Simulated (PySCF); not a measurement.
These 2 structures share the formula [C4H6B]+ (charge +1). The calculation used PBE0-D3(BJ)/def2-SVP geometry optimisation, gas phase (PySCF). One conformer each; no zero-point energy, no entropy. No frequencies were run at this level. Point groups hold within 0.08 Å.

**Question.** Order them by energy at this level, lowest first, and give relative energies in kcal/mol.
A. `[BH2:1][CH2:2][c+:3]1[cH:4][cH:5]1` (charge +1) with H–B1–C2–C3 3° and -178°, B1–C2–C3–C4 88°
B. `[BH2:1][c:2]1[cH:3][c+:4]1[CH3:5]` (charge +1) with H–B1–C2–C3 90° and -90°

**Answer.** B (0.0), A (10.5).

```csv
SMILES,E (Eh),E rel (kcal/mol),dipole about centre of mass (D),point group,"A, B, C (MHz)"
Bc1c[c+]1C,-180.16768,0.0,1.03,Cs,"11453, 3743, 2947"
BC[c+]1cc1,-180.15100,10.5,2.44,near Cs,"14631, 3291, 3253"
```
